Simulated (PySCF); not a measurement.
F₂GeH₄OSi, SMILES O[Si](F)(F)[GeH3]. Heavy atoms are numbered as in [OH:1][Si:2]([F:3])([F:4])[GeH3:5]. Hydrogens are named by the atom that carries them.

Coordinates come from a ωB97X-D3(BJ)/def2-SVP optimisation. The structure was generated by enumeration, and PubChem lists no compound with its InChIKey, so it may never have been made. Other conformers were not sampled.

The numbers are results of KT2/pcSseg-1 in PySCF, not measurements.

GIAO shieldings, no solvent; atoms alike by connectivity are averaged. δ = σ(ref) − σ: ¹⁷O against H2O (σ = 330.4 ppm); ²⁹Si against TMS (σ = 361.9 ppm); ¹⁹F against CFCl3 (σ = 127.1 ppm); ⁷³Ge against GeH4 (σ = 1669.3 ppm); ¹H against TMS (σ = 31.47 ppm), references at their B3LYP-D3(BJ)/def2-TZVP geometries, non-relativistic.

| atoms | nucleus | count | δ (ppm) |
|---|---|---|---|
| O1 (OH) | ¹⁷O | 1 | 79.3 |
| Si2 | ²⁹Si | 1 | ? |
| F3 | ¹⁹F | 2 | -138.4 |
| Ge5 (GeH3) | ⁷³Ge | 1 | ? |
| H on Ge5 | ¹H | 3 | 3.68 |
| H on O1 | ¹H | 1 | ? |

Q: Complete the blanks. (An estimate is asked for; the answer gives what the named calculation found.)

A: 
- H on O1, δ (ppm): 3.01
- Si2, δ (ppm): -24.2
- Ge5 (GeH3), δ (ppm): -42.8
